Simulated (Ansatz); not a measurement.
Coupled-cluster diagnostics for Ge(SiH3)Cl3 (SiGeH3Cl3), Ansatz.

Geometry of the singlet (PBE-D4/def2-SVP):

| atom | x (Å) | y (Å) | z (Å) |
| --- | --- | --- | --- |
| Ge1 | -0.3740 | 0.3023 | -0.9552 |
| Si2 | 0.4626 | -0.3743 | 1.1828 |
| H3 | -0.3267 | 0.3553 | 2.2291 |
| H4 | 1.9150 | -0.0032 | 1.2374 |
| H5 | 0.2741 | -1.8583 | 1.2931 |
| Cl6 | -0.2965 | 2.4621 | -1.1881 |
| Cl7 | -2.4414 | -0.3116 | -1.2277 |
| Cl8 | 0.7869 | -0.5725 | -2.5714 |

Correlated methods freeze 29 core orbitals; core or outer-core shells of Ge are correlated, in sets that lack core-valence functions.

Question: Estimate the CCSD(T) correlation energy, the shares of MP2 and (T), T1 and the reference's ⟨S²⟩ for: charge 0, singlet, own geometry in def2-TZVP; and the rough time on 4 threads of Intel Xeon on a shared host.

Answer: 
```csv
state,basis,correlation (eV),MP2 share (%),(T) share (%),T1,⟨S²⟩ (pure),wall time
"charge 0, singlet, own geometry",def2-TZVP,-27.832,89.4,4.1,0.011,0.00 (0.00),2.1 min
```
Customary marks for T1 are 0.02 (closed shells), 0.045 (open shells) and about 0.05 (3d metals). T1 stays under 0.02 throughout.
